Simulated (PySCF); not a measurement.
# Spinor energies of Tb⁶⁴⁺ (terbium, charge +64)

Start: 1s1; 1s1/2 filled at m_j = +1/2. Calculated with PySCF 2.14 in an even-tempered Gaussian basis (15 s from 190 bohr⁻², ratio 2.4; 11 p from 250 bohr⁻², ratio 2.4; 3 d from 760 bohr⁻², ratio 2.6; 3 f from 1100 bohr⁻², ratio 2.6): generalised Hartree-Fock with the X2C-1e Hamiltonian and a Gaussian nucleus; one run each with spin-orbit coupling (SO) switched off, then screened by Boettger's factors, then bare.

```csv
spinor shell,electrons,"ε, spin-free (eV)","ε, screened SO (eV)","ε, bare SO (eV)",weight of nominal j (screened SO),"rms radius, screened SO (bohr)"
1s1/2,1,-61130.8,-61130.8,-61130.8,1.000,0.0241
```

```csv
quantity,spin-free,screened SO,bare SO
E (hartree),-2246.51713,-2246.51713,-2246.51713
M_J,1/2,1/2,1/2
⟨J²⟩,0.750,0.750,0.750
⟨L²⟩,0.000,0.000,0.000
⟨S²⟩,0.750,0.750,0.750
```

Breit and QED terms are absent; they matter most for the inner s and p1/2 levels.

Densities and radii are taken from the X2C orbitals without a picture-change correction, which distorts them close to the nucleus.

Without spin-orbit coupling the j labels of p, d and f shells carry no meaning; the spin-free column gives the mean over the occupied spinors of each nl shell.
